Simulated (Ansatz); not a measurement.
System: AlOFH2, charge 0, singlet. AlOFH2 (SMILES [OH][AlH][F]).
B3LYP-D3(BJ)/def2-TZVP minimum from Ansatz (a first-principles code):
```
Al
F 1 1.6540
O 1 1.6866 2 120.23
H 3 0.9580 1 125.83 2 0.00
H 1 1.5563 2 119.84 3 180.00
```
Charge 0, spin multiplicity 1.

Hartree-Fock and CCSD(T) correlation energies in hartree (Ansatz). Open shells are spin-unrestricted; no spin-orbit coupling. Correlated methods leave the cores frozen. No relativity.

| basis | X | E(HF) | E(corr, CCSD(T)) |
|---|---|---|---|
| cc-pV(T+d)Z | 3 | -417.60220 | -0.60347 |
| cc-pV(Q+d)Z | 4 | -417.62257 | -0.65162 |
| cc-pV(5+d)Z | 5 | -417.62688 | withheld |

Problem. Fit E(corr) = E∞ + A/X³ to X = 3 and 4, predict X = 5, and compare with the run.

Solution. A = (-0.60347 - (-0.65162))/(1/27 - 1/64) = 2.2487; E∞ = -0.65162 - A/64 = -0.68676; at X = 5, E∞ + A/125 = -0.66877. The run gave -0.66911, 0.34 mEh below the prediction. The same form on X = 4 and 5 gives E∞ = -0.68746, 0.70 mEh below the first estimate.
